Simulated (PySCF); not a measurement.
PBE on Li⁻ (lithium, charge -1), [He] 2s2, closed-shell 1S. Computed with PySCF 2.14 in aug-cc-pCVTZ-DK (7s6p4d2f, 59 functions), with the spin-free X2C one-electron Hamiltonian (Gaussian nucleus).

```
cycle= 1 E= -7.48097657811003  delta_E= -0.00187  |g|= 0.0104  |ddm|= 1.83
cycle= 2 E= -7.48070023287316  delta_E= 0.000276  |g|= 0.0117  |ddm|= 0.833
cycle= 3 E= -7.48151121518718  delta_E= -0.000811  |g|= 0.00131  |ddm|= 0.505
cycle= 4 E= -7.48151365958168  delta_E= -2.44e-06  |g|= 9.78e-05  |ddm|= 0.0222
cycle= 5 E= -7.48151371010968  delta_E= -5.05e-08  |g|= 6.81e-06  |ddm|= 0.00241
cycle= 6 E= -7.48151371033029  delta_E= -2.21e-10  |g|= 9.29e-07  |ddm|= 0.000906
converged SCF energy = -7.48151371033029  <S^2> = -2.6645353e-15  2S+1 = 1
```

Highest occupied orbital energy: 0.880 eV; ⟨L²⟩ = 0.00; populations by l: s 4.00, p 0.00, d 0.00, f 0.00.

(1) Can this result be used?

## Answers

(1) With care. The calculation finished and met its thresholds. At PBE the highest occupied level has a positive energy, so only the finite basis holds that electron; in a semilocal or global hybrid functional this comes from self-interaction and does not mean that the real anion is unbound.
